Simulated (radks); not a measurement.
Trend from Lu2+ to Hg2+: ionisation energy by Delta-SCF between NIST ground configurations, and size. All-electron calculation, scalar-relativistic Kohn-Sham, BLYP, spin-polarised, spherical densities, finite nucleus; open shells are filled with parallel spins first (spin-orbit coupling, left out, can overturn this in heavy ions); Fermi nuclear charge, rms radius of each element as measured or else 0.836 A^(1/3) + 0.57 fm. Program: a radial shooting solver on a logarithmic mesh with Libxc functionals.

species   configuration  IE (eV)  NIST (eV)       kind  -e(HOMO) (eV)  outermost  <r> outermost (bohr)  r at 0.001 e/bohr^3 (bohr)
Lu2+      [Xe] 4f14 6s1   21.439     20.959       exp.    18.025 (6s)         6s                  3.04                        4.04
Hf2+      [Xe] 4f14 5d2   22.228      22.55     theory    17.201 (5d)         5d                  2.11                        3.71
Ta2+      [Xe] 4f14 5d3   24.233         23     theory    18.968 (5d)         5d                  1.98                        3.74
W2+       [Xe] 4f14 5d4   26.181       26.0  semi-emp.    20.682 (5d)         5d                  1.87                        3.72
Re2+      [Xe] 4f14 5d5   28.084         27     theory    22.355 (5d)         5d                  1.77                        3.68
Os2+      [Xe] 4f14 5d6   27.019         25     theory    21.371 (5d)         5d                  1.73                        3.66
Ir2+      [Xe] 4f14 5d7   29.110         28     theory    23.244 (5d)         5d                  1.64                        3.62
Pt2+      [Xe] 4f14 5d8   31.186         29     theory    25.088 (5d)         5d                  1.57                        3.58
Au2+      [Xe] 4f14 5d9   33.225         30     theory    26.895 (5d)         5d                  1.50                        3.52
Hg2+     [Xe] 4f14 5d10   35.225      34.49       exp.    28.666 (5d)         5d                  1.45                        3.47

Reference values: NIST Atomic Spectra Database (exp. = measured, semi-emp. = semi-empirical, theory = theoretical value adopted there). Open shells are spherical and high-spin; term and fine-structure splittings are not resolved. Spin-orbit splitting is averaged out at the scalar-relativistic level.
